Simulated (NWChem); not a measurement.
All runs are NWChem calculations. System: C2H5S, charge 0, spin multiplicity 2, at a geometry optimised with UPBE0/def2-SVP. The structure started from a generated list of species. Its SCF solution wasn't tested for a lower state. Level: UPBE/def2-TZVP.

Output (cleaned and shortened):

```
             Northwest Computational Chemistry Package (NWChem) 7.3.0
             --------------------------------------------------------

                                NWChem Input Module
                                -------------------

 Scaling coordinates for geometry "geometry" by  1.889725989
 (inverse scale =  0.529177249)

                             Geometry "geometry" -> ""
                             -------------------------

 Output coordinates in angstroms (scale by  1.889725989 to convert to a.u.)

  No.       Tag          Charge          X              Y              Z
 ---- ---------------- ---------- -------------- -------------- --------------
    1 C                    6.0000    -1.68637700     0.14769600     0.08606500
    2 C                    6.0000    -0.38907100    -0.51507400     0.37299400
    3 S                   16.0000     1.13392500     0.08702500    -0.19770600
    4 H                    1.0000    -1.99346700     0.04277100    -0.97399000
    5 H                    1.0000    -2.48902500    -0.28462600     0.70266800
    6 H                    1.0000    -1.64963900     1.23051400     0.29895100
    7 H                    1.0000    -0.35041700    -1.57081700     0.65460000
    8 H                    1.0000     0.79243300     1.39403000    -0.27328200

 Effective nuclear repulsion energy (a.u.)      99.5077051980

            Nuclear Dipole moment (a.u.)
            ----------------------------
        X                 Y               Z
 ---------------- ---------------- ----------------
    -0.0000056692     0.0000075589     0.0000094486


 Summary of "ao basis" -> "" (spherical)
 ------------------------------------------------------------------------------
       Tag                 Description            Shells   Functions and Types
 ---------------- ------------------------------  ------  ---------------------
 *                         def2-tzvp                  on all atoms

  pbe96 is a nonlocal functional; adding pw91lda local functional.

                                 NWChem DFT Module
                                 -----------------

 Summary of "ao basis" -> "ao basis" (spherical)
 ------------------------------------------------------------------------------
       Tag                 Description            Shells   Functions and Types
 ---------------- ------------------------------  ------  ---------------------
 C                         def2-tzvp                11       31   5s3p2d1f
 S                         def2-tzvp                13       37   5s5p2d1f
 H                         def2-tzvp                 4        6   3s1p

 Summary of "ao basis" -> "ao basis" (spherical)
 ------------------------------------------------------------------------------
       Tag                 Description            Shells   Functions and Types
 ---------------- ------------------------------  ------  ---------------------
 C                         def2-tzvp                11       31   5s3p2d1f
 S                         def2-tzvp                13       37   5s5p2d1f
 H                         def2-tzvp                 4        6   3s1p

            General Information
            -------------------
          SCF calculation type: DFT
          Wavefunction type:  spin polarized.
          No. of atoms     :     8
          No. of electrons :    33
           Alpha electrons :    17
            Beta electrons :    16
          Charge           :     0
          Spin multiplicity:     2
          Use of symmetry is: off; symmetry adaption is: off
          Maximum number of iterations: 100
          AO basis - number of functions:   129
                     number of shells:    55
          Convergence on energy requested:  1.00D-06
          Convergence on density requested:  1.00D-05
          Convergence on gradient requested:  5.00D-04

              XC Information
              --------------
          PerdewBurkeErnzerhof Exchange Functional  1.000
            Perdew 1991 LDA Correlation Functional  1.000 local
           PerdewBurkeErnz. Correlation Functional  1.000 non-local

             Grid Information
             ----------------
          Grid used for XC integration:  medium
[...]
 Vector   15  Occ=1.000000D+00  E=-3.000294D-01
              MO Center=  4.0D-01,  6.6D-03, -8.8D-02, r^2= 3.3D+00
   Bfn.  Coefficient  Atom+Function         Bfn.  Coefficient  Atom+Function
  ----- ------------  ---------------      ----- ------------  ---------------
    77      0.350398  3 S  px                80      0.217887  3 S  px
    66      0.195063  3 S  s                 37     -0.180402  2 C  px
    67      0.176204  3 S  s                  6      0.174437  1 C  px
    74      0.159917  3 S  px                79     -0.146056  3 S  pz
    68     -0.135998  3 S  px                 9      0.132833  1 C  px

 Vector   16  Occ=1.000000D+00  E=-2.436232D-01
              MO Center=  7.2D-01,  2.7D-02, -5.8D-02, r^2= 2.2D+00
   Bfn.  Coefficient  Atom+Function         Bfn.  Coefficient  Atom+Function
  ----- ------------  ---------------      ----- ------------  ---------------
    79      0.426050  3 S  pz                82      0.282499  3 S  pz
    76      0.194699  3 S  pz                77      0.190314  3 S  px
    70     -0.163492  3 S  pz                80      0.136132  3 S  px
    39      0.121896  2 C  pz                42      0.100529  2 C  pz
    74      0.085760  3 S  px                44      0.076558  2 C  py

 Vector   17  Occ=0.000000D+00  E=-8.342861D-02
              MO Center= -1.2D-01, -2.5D-01,  2.0D-01, r^2= 2.7D+00
   Bfn.  Coefficient  Atom+Function         Bfn.  Coefficient  Atom+Function
  ----- ------------  ---------------      ----- ------------  ---------------
    45      0.433249  2 C  pz                82     -0.347990  3 S  pz
    39      0.335699  2 C  pz                42      0.289965  2 C  pz
   102      0.257870  4 H  s                 79     -0.229034  3 S  pz
   114     -0.173285  6 H  s                126     -0.133170  8 H  s
    38      0.127272  2 C  py                76     -0.121562  3 S  pz

 Vector   18  Occ=0.000000D+00  E=-1.325757D-02
              MO Center=  7.3D-01,  5.9D-01, -1.7D-01, r^2= 3.7D+00
   Bfn.  Coefficient  Atom+Function         Bfn.  Coefficient  Atom+Function
  ----- ------------  ---------------      ----- ------------  ---------------
   126      1.154730  8 H  s                 81     -0.880236  3 S  py
     5     -0.676739  1 C  s                 36     -0.597395  2 C  s
   114      0.503568  6 H  s                 67     -0.417774  3 S  s
   102      0.353256  4 H  s                 78     -0.311071  3 S  py
   120      0.263688  7 H  s                 13     -0.243726  1 C  py

 Vector   19  Occ=0.000000D+00  E= 3.423343D-02
              MO Center= -1.7D+00,  1.9D-01,  8.7D-02, r^2= 6.5D+00
   Bfn.  Coefficient  Atom+Function         Bfn.  Coefficient  Atom+Function
  ----- ------------  ---------------      ----- ------------  ---------------
     5      5.550108  1 C  s                 36     -2.267773  2 C  s
   108     -1.827776  5 H  s                114     -1.581852  6 H  s
   102     -1.535055  4 H  s                 44     -0.738793  2 C  py
    43      0.621471  2 C  px                67      0.461327  3 S  s
    80     -0.442817  3 S  px                45      0.367652  2 C  pz

   alpha - beta orbital overlaps
   -----------------------------

   alpha      1      2      3      4      5      6      7      8      9     10
    beta      1      2      3      4      5      6      7      8      9     10
 overlap   1.000  1.000  1.000  1.000  0.999  0.996  0.995  0.999  0.999  0.998

   alpha     11     12     13     14     15     16     17     18     19     20
    beta     11     12     13     14     15     16     17     18     20     19
 overlap   0.990  0.988  0.989  0.998  0.994  0.985  0.986  0.997  0.848  0.849

   alpha     21     22     23     24     25     26     27     28     29     30
    beta     21     22     23     24     25     26     27     28     29     30
 overlap   0.998  0.999  0.999  0.996  0.984  0.983  0.982  0.980  0.958  0.960

   alpha     31     32     33     34     35     36     37     38     39     40
    beta     31     32     33     34     35     36     37     38     39     40
 overlap   0.996  0.991  0.955  0.982  0.991  0.924  0.819  0.872  0.994  0.989

   alpha     41     42     43     44     45     46     47     48     49     50
    beta     41     42     43     44     45     46     47     48     49     50
 overlap   0.997  0.993  0.989  0.995  0.986  0.986  0.994  0.993  0.991  0.958

   alpha     51     52     53     54     55     56     57     58     59     60
    beta     51     52     53     54     55     56     57     58     59     60
 overlap   0.957  0.966  0.952  0.969  0.985  0.997  0.990  0.997  0.907  0.779

   alpha     61     62     63     64     65     66     67     68     69     70
    beta     61     63     62     64     65     66     67     68     69     70
 overlap   0.774  0.825  0.987  0.923  0.932  0.990  0.825  0.836  0.998  0.993

   alpha     71     72     73     74     75     76     77     78     79     80
    beta     71     72     73     75     74     76     77     78     79     80
 overlap   0.996  0.999  0.999  0.958  0.957  0.996  0.986  0.983  0.996  0.995

   alpha     81     82     83     84     85     86     87     88     89     90
    beta     81     82     83     84     85     86     87     88     89     90
 overlap   0.999  0.994  0.998  0.995  0.991  0.993  0.989  0.990  0.999  0.999

   alpha     91     92     93     94     95     96     97     98     99    100
    beta     91     92     93     94     95     96     97     98     99    100
 overlap   0.999  1.000  0.998  0.996  0.995  0.996  0.977  0.980  0.981  0.968

   alpha    101    102    103    104    105    106    107    108    109    110
    beta    101    102    103    104    105    106    107    108    109    110
 overlap   0.982  0.964  0.936  0.956  0.979  0.938  0.895  0.915  0.983  0.987

   alpha    111    112    113    114    115    116    117    118    119    120
    beta    111    112    113    114    115    116    117    118    119    120
 overlap   0.982  0.987  0.997  0.997  0.999  0.999  0.999  1.000  0.999  0.998

   alpha    121    122    123    124    125    126    127    128    129
    beta    121    122    123    124    125    126    127    128    129
 overlap   0.999  0.999  1.000  1.000  1.000  1.000  1.000  1.000  1.000

     --------------------------
     Expectation value of S2:
     --------------------------
      <S2> =      0.7538 (Exact =     0.7500)

 center of mass
 --------------
 x =   0.17388215 y =  -0.02502473 z =  -0.01239603

 moments of inertia (a.u.)
 ------------------
          52.808792494212         -10.340466522119          40.589388709519
         -10.340466522119         340.464899104252          14.289042647815
          40.589388709519          14.289042647815         357.160611246326

     Multipole analysis of the density
     ---------------------------------

     L   x y z        total         alpha         beta         nuclear
     -   - - -        -----         -----         ----         -------
     0   0 0 0     -0.000000    -17.000000    -16.000000     33.000000

     1   1 0 0     -0.399975     -0.079152     -0.320817     -0.000006
     1   0 1 0      0.188267      0.342699     -0.154439      0.000008
     1   0 0 1     -0.047448     -0.238743      0.191285      0.000009

     2   2 0 0    -20.348563   -105.270277   -101.435147    186.356860
     2   1 1 0      0.567501     -2.803664     -2.111289      5.482454
     2   1 0 1     -0.316984     10.920945     10.456067    -21.693997
     2   0 2 0    -18.108248    -23.937197    -22.209824     28.038773
     2   0 1 1     -0.670901      4.576778      4.161172     -9.408851
     2   0 0 2    -21.645240    -18.776222    -15.508971     12.639952

 Task  times  cpu:       22.1s     wall:       22.1s

 Total times  cpu:       22.2s     wall:       22.2s
```

Write an NWChem input that would produce this output.

Several could match; the one computed here: 
```
start mol
memory heap 200 mb stack 900 mb global 1100 mb
geometry units angstroms nocenter noautoz noautosym
  C     -1.686377     0.147696     0.086065
  C     -0.389071    -0.515074     0.372994
  S      1.133925     0.087025    -0.197706
  H     -1.993467     0.042771    -0.973990
  H     -2.489025    -0.284626     0.702668
  H     -1.649639     1.230514     0.298951
  H     -0.350417    -1.570817     0.654600
  H      0.792433     1.394030    -0.273282
end
basis spherical
  * library def2-tzvp
end
dft
  xc xpbe96 cpbe96
  odft
  mult 2
  semidirect memsize 60000000 filesize 0
  iterations 100
end
task dft energy
```
